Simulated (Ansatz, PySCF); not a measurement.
System: Al2O (charge 0, singlet). 
Geometry from a B3LYP-D3(BJ)/def2-TZVP (Ansatz, an electronic-structure program) optimisation:
SMILES: [Al][O][Al]
```xyz
3

Al     0.0000     0.0000    -1.7104
O      0.0000     0.0000     0.0000
Al     0.0000     0.0000     1.7104
```
Charge 0, spin multiplicity 1.

Wanted: atomisation energy (electronic, to ground-state atoms), in kcal/mol. Correlated levels leave the core frozen unless marked. UHF or UKS for open shells. Spin-orbit coupling is left out. No relativistic terms. The coupled-cluster limit lacks core correlation, which all-electron functionals hold. Basis-set limits of correlation are two-point, X^-3; Hartree-Fock from the larger set.

| level | program | atomisation energy (kcal/mol) |
|---|---|---|
| BP86-D3(BJ)/def2-TZVPD | PySCF + dftd3 | 257.0 |
| PBE0/def2-QZVPP | Ansatz | 244.6 |
| B2GP-PLYP/def2-TZVPD | Ansatz | 250.1 |
| B2PLYP-D3(BJ)/def2-TZVPD | Ansatz + dftd3 | ___ |
| CCSD(T)/CBS(aug-cc-pV(T+d)Z,aug-cc-pV(Q+d)Z) | Ansatz | ___ |

Question: Complete the blanks.

Answer: 
- B2PLYP-D3(BJ)/def2-TZVPD, atomisation energy (kcal/mol): 252.7
- CCSD(T)/CBS(aug-cc-pV(T+d)Z,aug-cc-pV(Q+d)Z), atomisation energy (kcal/mol): 255.5
